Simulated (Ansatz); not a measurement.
# Worked example: ideal-gas entropy of As2 (SMILES [As]#[As])

A linear singlet with charge 0, relaxed at PBE-D3(BJ)/def2-TZVP (Ansatz 0.2.0):

```xyz
2

As    0.0000    0.0000   -0.0121
As    0.0000    0.0000    2.1060
```

Harmonic wavenumbers in cm⁻¹: 436.

Masses in u: As 74.922. Take T = 298.15 K, p = 1 bar, R = 8.3145 J/(mol K), kT/hc = 207.22 cm⁻¹, rigid rotor and harmonic oscillator.

Task: Work out S° at 298 K.

Result: 
1. Translation (Sackur–Tetrode): S = R[3/2 ln M + 5/2 ln T − 1.1517] with M = 149.844 gives 171.3 J/(mol K).
2. Rotation: the moment of inertia is 168.063 u Å², so B = 16.8576/I = 0.1003 cm⁻¹; σ = 2; q = kT/(σhcB) = 1033.0; S = R(ln q + 1) = 66.0.
3. Vibration: with u = ν̃/207.22, each mode gives R[u/(eᵘ − 1) − ln(1 − e⁻ᵘ)]; the sum is 3.5, most from 436 cm⁻¹ (3.5).
4. Spin: R ln 1 = 0.0.
5. Sum: 171.3 + 66.0 + 3.5 + 0.0 = 240.8 J/(mol K).

No measured value is set beside it here.
